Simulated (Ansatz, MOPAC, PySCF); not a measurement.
Lewis adduct: GaH3 (SMILES [GaH3]) (first 4 atoms) with NH3 (SMILES N); geometry from B3LYP-D3(BJ)/def2-TZVP, rigid monomers moved along the line of their centres of mass till Ga1···N5 is 3.92 Å.
(charge 0, multiplicity 1):
```json
[
 {"atom": "Ga", "x (Å)": "0.4703", "y (Å)": "-0.3679", "z (Å)": "0.7709"},
 {"atom": "H", "x (Å)": "0.0872", "y (Å)": "-1.9012", "z (Å)": "0.8392"},
 {"atom": "H", "x (Å)": "-0.2810", "y (Å)": "0.5411", "z (Å)": "-0.2834"},
 {"atom": "H", "x (Å)": "1.9285", "y (Å)": "0.0557", "z (Å)": "1.2143"},
 {"atom": "N", "x (Å)": "-1.4459", "y (Å)": "0.8200", "z (Å)": "3.9828"},
 {"atom": "H", "x (Å)": "-2.4392", "y (Å)": "0.6338", "z (Å)": "3.8956"},
 {"atom": "H", "x (Å)": "-1.1017", "y (Å)": "0.3344", "z (Å)": "4.8042"},
 {"atom": "H", "x (Å)": "-1.3200", "y (Å)": "1.8164", "z (Å)": "4.1257"}
]
```

Interaction energies are E(AB) − E(A) − E(B) at the monomers' geometry in the complex; basis-set methods are counterpoise corrected. Rows marked so take none.

Cores are frozen in the correlated methods. Filled d and f shells under p-block atoms count as core. CBS: X⁻³ extrapolation of the correlation energy, Hartree–Fock from the larger set. Rows in 3-21G, 6-31G*, STO-3G carry no dispersion term and start afresh at each structure (6-31G* with six Cartesian d functions); the Pople sets are all-electron and without relativity. The state that PM6 reach isn't checked.

Programs: Ansatz (Gaussian orbitals); MOPAC for PM6 (differences of heats of formation); PySCF for 3-21G rows, 6-31G* rows, STO-3G rows, the dispersion terms. Each number belongs to the level named beside it.

| level | interaction energy (meV) |
|---|---|
| PM6 | -42.4 |
| HF/STO-3G (no counterpoise) | -106.5 |
| HF/3-21G (no counterpoise) | -371.9 |
| PBE-D3(BJ)/def2-TZVPPD | -187.3 |
| BP86/6-31G* (no counterpoise) | -253.6 |
| B3LYP-D3(BJ)/def2-TZVPPD | -180.1 |
| M06-2X/6-31G* (no counterpoise) | [?] |
| MP2/CBS(aug-cc-pVDZ, aug-cc-pVTZ) | -186.7 |
| CCSD(T)/CBS(aug-cc-pVDZ, aug-cc-pVTZ) | -184.0 |

**Question.** Some entries are withheld; supply them.

**Answer.** 
- M06-2X/6-31G* (no counterpoise), interaction energy (meV): -267.2

Ansatz is a first-principles code.
